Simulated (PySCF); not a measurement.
NMR data simulated for an unnamed compound:

$^{1}$H NMR (400 MHz, computed): δ 7.71 (m, 2H), 7.42 (m, 2H), 4.12 (m, 4H).

$^{13}$C{$^{1}$H} NMR (computed): δ 142.7 (C), 137.9 (CH), 134.2 (CH).

Calculated, not measured (PySCF 2.14): NMR shieldings at PBE0/pcSseg-1/GIAO, geometry from GFN2-xTB. No solvent, one computed conformer, one averaged value for each set of equivalent atoms, relativity neglected.

References, each an isolated molecule treated in the same way: $^{1}$H and $^{13}$C against TMS.

Which of these does the molecule contain: a methoxy group, an ester, an OH group, a benzene ring?

## Answers


- A methoxy group: no.
- An ester: no.
- An OH group: no.
- A benzene ring: yes.

The data belong to SMILES Pc1ccccc1P, C6H8P2; they needn't prove each group on their own.

Carbon signals by region: 3 in the sp2 and nitrile region (100–160 ppm).

Splittings by $^{31}$P in the carbon and heteronuclear signals aren't shown, as no couplings were computed. Shifts are as computed. Against solution values, carbons near 30 ppm lie about +3 ppm off and those near 130 ppm about +5 ppm. Of 1211 compounds with measured shifts, 218 miss one by over three times the rms of a fit or turn the order of signals round; such compounds aren't used in these exercises. No couplings were computed; multiplicities are counted from neighbouring protons, with m where these are inequivalent, close in shift, in a saturated or five-membered ring or joined by F or P, and br s for small geminal =CH2 splittings.
